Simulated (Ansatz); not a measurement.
Relaxation of the cluster SnTe₂⁻ with UKS PBE-D4/def2-SVPD.

```sh
$ ansatz run in.yaml --threads 4 --pin off --events-out ev --progress --plain --max-ram 3916MiB
```

```yaml
crystal:
  periodic: [false, false, false]
  atoms:
    - {symbol: Sn, position_ang: [0.526820, -0.464620, -0.533280]}
    - {symbol: Te, position_ang: [0.624910, -0.862990, 2.098120]}
    - {symbol: Te, position_ang: [-1.151730, 1.327600, -1.564830]}
basis:
  gaussian: {orbitals: def2-SVPD}
total_charge: -1
magnetization: {spin_polarized: true, initial_magnetization: 1}
hamiltonian: {xc: pbe, dispersion: d4}
scf: {omitted_lower_state_checks: [starts]}
output: {orbitals: {seedname: orbitals}}
relax: {f_tol: 0.02, max_steps: 100}
```

Run time 8.5 s (4 threads of Arm Neoverse V2 on a shared host).

Positions (Å) and forces (eV/Å) at steps 1, 2, 3, 4 of 4:

```xyz
3
step=1 energy=-20422.0165 eV
Sn    0.527   -0.465   -0.533    0.054   -0.047   -0.056
Te    0.625   -0.863    2.098    0.102   -0.136    0.295
Te   -1.152    1.328   -1.565   -0.156    0.183   -0.239
3
step=2 energy=-20422.0437 eV
Sn    0.473   -0.417   -0.479   -0.102    0.090    0.104
Te    0.702   -0.948    2.174   -0.014    0.036   -0.187
Te   -1.174    1.365   -1.695    0.117   -0.126    0.083
3
step=3 energy=-20422.0463 eV
Sn    0.448   -0.395   -0.454    0.071   -0.063   -0.072
Te    0.710   -0.954    2.153   -0.003   -0.009    0.103
Te   -1.158    1.350   -1.699   -0.068    0.072   -0.031
3
step=4 energy=-20422.0482 eV
Sn    0.464   -0.409   -0.469   -0.003    0.003    0.004
Te    0.701   -0.946    2.158   -0.001    0.002   -0.008
Te   -1.165    1.355   -1.688    0.005   -0.005    0.005
```

In the def2 sets Sn, Te take a core potential; there is no spin–orbit coupling. The structure comes from a short search, and lower isomers may exist.
